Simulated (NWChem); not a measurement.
Species: MoN2H2BrCl; SMILES [NH]=[Mo]([Cl])([Br])=[NH]

Computed with NWChem. The geometry was optimised at PBE0/def2-SVP. No frequency run checked for a minimum. def2 effective core potentials on Mo; no spin-orbit coupling.

What does the run give for LRC-wPBEh/def2-SVP? Quantities: highest occupied level (eV); orbital gap (eV); dipole (D).


```
Quantity                     Result
---------------------------  ------
highest occupied level (eV)   -9.92
orbital gap (eV)               8.80
dipole (D)                     3.67
```
